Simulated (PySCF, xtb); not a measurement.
C3H8Si, SMILES C(=C)C[SiH3].

GFN2-xTB run with xtb at its own geometry gives an orbital gap of 4.78 eV and a dipole moment of 0.46 D.

The structure is a stationary point at B3LYP-D3(BJ)/def2-SVP. The values are those of a single conformer.

Problem. What does M06-2X/def2-TZVP run with PySCF give? (An estimate is asked for; the answer gives what the named calculation found.)

Solution. gap 9.27 eV (levels -8.31 and 0.97 eV), dipole 0.48 D.
